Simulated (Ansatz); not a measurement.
Molecule: ScF₂, net charge 1, singlet state. 
Geometry from a B3LYP-D3(BJ)/def2-TZVP (Ansatz, a quantum-chemistry and plane-wave program) optimisation:
```
Sc
F 1 1.7677
F 1 1.7677 2 114.21
```
Charge +1, spin multiplicity 1.

Basis-set convergence of Hartree-Fock and CCSD(T) correlation energies (hartree) with Ansatz. Cores are frozen in the correlated levels unless marked. No spin-orbit coupling. Frozen are the shells of the preceding noble gas and the d and f shells that filled before the atom's block. No relativistic terms.

```json
[
 {"basis": "def2-SVP", "functions": "59", "E(HF)": "-958.27698", "E(corr, CCSD(T))": "-0.44828", "rough core time": "under 20 s"},
 {"basis": "def2-TZVPP", "functions": "126", "E(HF)": "-958.63430", "E(corr, CCSD(T))": "-0.58541", "rough core time": "under 20 s"},
 {"basis": "def2-QZVPP", "functions": "207", "E(HF)": "-958.65886", "E(corr, CCSD(T))": "-0.63429", "rough core time": "40 s"}
]
```

Extrapolating the two largest sets (X = 3 and 4) as X^-3: E(corr) = (64·(-0.63429) - 27·(-0.58541))/37 = -0.6700 Eh, an estimate of the basis-set limit. The largest set recovers 94.7 % of it, the smallest 66.9 %.
